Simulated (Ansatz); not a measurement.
Geometry optimisation, Ansatz, DFT LDA, scalar-relativistic, plane waves, PAW.

input.yaml

```yaml
crystal:
  lattice:
    - [0.0, 5.43, 5.43]
    - [5.43, 0.0, 5.43]
    - [5.43, 5.43, 0.0]
  atoms:
    - { symbol: Si, position: [0.0, 0.0, 0.0] }
    - { symbol: Si, position: [0.125, 0.125, 0.125] }
    - { symbol: Si, position: [0.0, 0.0, 0.5] }
    - { symbol: Si, position: [0.125, 0.125, 0.625] }
    - { symbol: Si, position: [0.0, 0.5, 0.0] }
    - { symbol: Si, position: [0.125, 0.625, 0.125] }
    - { symbol: Si, position: [0.0, 0.5, 0.5] }
    - { symbol: Si, position: [0.125, 0.625, 0.625] }
    - { symbol: Si, position: [0.5, 0.0, 0.0] }
    - { symbol: Si, position: [0.625, 0.125, 0.125] }
    - { symbol: Si, position: [0.5, 0.0, 0.5] }
    - { symbol: Si, position: [0.625, 0.125, 0.625] }
    - { symbol: Si, position: [0.5, 0.5, 0.0] }
    - { symbol: Si, position: [0.625, 0.625, 0.125] }
    - { symbol: Si, position: [0.5, 0.5, 0.5] }
    - { symbol: Si, position: [0.625, 0.625, 0.625] }
    - { symbol: Li, position: [0.0581285, 0.8069334, 0.3159182], spin: 1.0 }
magnetization:
  spin_polarized: true
basis:
  ecutwfc: 420.0
kpoints:
  mp_grid: { grid: [2, 2, 2] }
hamiltonian:
  xc: lda
scf:
  occupations: { method: gaussian, width: 0.05 }
  lower_state_search: "off"
relax:
  f_tol: 0.03
  max_steps: 60
  adjacent_minimum: "off"
```

Launched with:

```bash
$ ansatz run input.yaml --threads 2 --pin off --max-ram 5120MiB --backend cpu --events-out ev --progress --plain --runs-dir out
```

Question: Where does it end, and by what steps?

Answer: The forces met the threshold. Limits of this set-up: coarse k mesh. After 8 steps the energy has fallen by 0.857 eV; Li17 moved furthest, 1.08 Å. Joined: Si10–Li17, Si11–Li17, Si12–Li17, Si16–Li17.

```tsv
step	energy less start (eV)	largest force component (eV/Å)	accepted
0	0.0000	1.473	yes
1	-0.3229	0.522	yes
2	-0.3833	0.079	yes
3	-0.4412	0.250	yes
4	-0.5484	0.340	yes
5	-0.6769	0.318	yes
6	-0.7892	0.191	yes
7	-0.8547	0.036	yes
8	-0.8574	0.016	yes
```

```xyz
17
Lattice="0.0000 5.4300 5.4300 5.4300 0.0000 5.4300 5.4300 5.4300 0.0000" Properties=species:S:1:pos:R:3
Si -0.068 0.011 0.064
Si 1.316 1.398 1.412
Si 2.703 2.782 0.064
Si 4.033 4.111 1.393
Si 2.684 0.030 2.742
Si 4.014 1.398 4.110
Si 5.362 2.782 2.723
Si 6.746 4.130 4.110
Si -0.053 2.767 2.740
Si 1.317 4.094 4.109
Si 2.704 5.440 2.722
Si 4.050 6.827 4.109
Si 2.686 2.767 5.479
Si 4.030 4.114 6.826
Si 5.377 5.458 5.479
Si 6.747 6.827 6.806
Li 6.749 1.395 4.108
```

Whether the end is a true minimum wasn't checked by a vibrational analysis.

Run time: 45 s on 2 threads of Arm Neoverse V2, on a shared host, peak memory 0.67 GiB.
